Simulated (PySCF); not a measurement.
**State search for NaGa⁺**

Unrestricted PBE0; basis Na aug-pcseg-1, Ga aug-pcseg-1; no relativity; PySCF 2.14. Outer shells of the fragments: Na+ closed shells only; Ga 3d10 4s2 4p1.

Followed along the bond (rough minima from three points):

```json
{"2Ms+1": "2", "unpaired": "σ ↑", "⟨S²⟩ at the start": "0.75", "R at minimum (Å)": "3.44", "Te (eV)": "0.00"}
{"2Ms+1": "2", "unpaired": "π ↑", "⟨S²⟩ at the start": "0.75", "R at minimum (Å)": "3.43", "Te (eV)": "0.92"}
{"2Ms+1": "4", "unpaired": "σ ↑↑, π ↑", "⟨S²⟩ at the start": "3.75", "R at minimum (Å)": "3.48", "Te (eV)": "4.90"}
```

Solutions found at the starting distance of 2.880 Å, counted from the lowest of them; the search is not exhaustive and high or unbound solutions are not listed, so other states can lie among these:

```
2Ms+1   unpaired  term  E (eV)  ⟨S²⟩  ⟨Lz²⟩  μ (D)
    2        σ ↑   ²Σ⁺    0.00  0.75   0.00  -6.22
    2        π ↑    ²Π    0.84  0.75   1.00  -7.40
    4  σ ↑↑, π ↑    ⁴Π    4.93  3.75   1.00  -6.97
    4  σ ↑, π ↑↑   ⁴Σ⁻    5.72  3.75   0.00  -7.57
    2        δ ↑    ²Δ    6.39  0.75   4.00  -8.61
    4      σ ↑↑↑   ⁴Σ⁺    8.47  3.75   0.00   3.01
```

A term symbol is given only where ⟨S²⟩ and ⟨Lz²⟩ are close to those of a pure state; real π, δ and φ orbitals otherwise mix terms. A positive dipole points towards Ga; it is taken about the centre of mass and depends on that origin.

Spin–orbit coupling is left out. Counting both spins, an empty level lies below a filled one in some of these solutions, because spin and occupation are held.
